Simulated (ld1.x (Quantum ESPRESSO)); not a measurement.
# u(r) = r·R(r): atom against pseudo-atom (germanium)

Columns: radius, all-electron u(r) and pseudo u(r) of the 4p shell (level -5.64 eV) of germanium in the configuration [Ne] 3s2 3p6 3d10 4s2 4p1.75; PW91, scalar-relativistic, PAW scheme, ld1.x (Quantum ESPRESSO) 7.5.

```
r (bohr)  all-electron   pseudo
   0.085        0.1443  -0.0568
   0.170        0.0986  -0.2113
   0.255       -0.0571  -0.4202
   0.340       -0.1870  -0.6259
   0.425       -0.2499  -0.7729
   0.510       -0.2507  -0.8234
   0.595       -0.2076  -0.7663
   0.680       -0.1383  -0.6179
   0.765       -0.0560  -0.4140
   0.850        0.0305  -0.1970
   0.935        0.1155  -0.0024
   1.020        0.1958   0.1498
   1.105        0.2694   0.2582
   1.190        0.3356   0.3346
   1.275        0.3940   0.3940
   1.360        0.4449   0.4449
   1.445        0.4885   0.4885
   1.530        0.5253   0.5253
   1.615        0.5559   0.5559
   1.700        0.5808   0.5808
   1.785        0.6004   0.6004
   1.870        0.6153   0.6153
   1.955        0.6259   0.6259
   2.040        0.6326   0.6326
   2.125        0.6360   0.6360
   2.210        0.6363   0.6363
```

Question: How many radial nodes do the two functions have?

Answer: The all-electron 4p function has n − l − 1 = 2; the pseudo-wave has 1, since 1 lower shell of the same l stays in the valence.

Question: At about which radius was the pseudo-wave matched?

Answer: 1.30 bohr, where the columns begin to agree (steps of 0.09 bohr).

Question: Is the pseudo-wave norm-conserving?

Answer: No, it belongs to a PAW set: the norm inside the radius is not constrained, and the difference is carried by the augmentation charge.
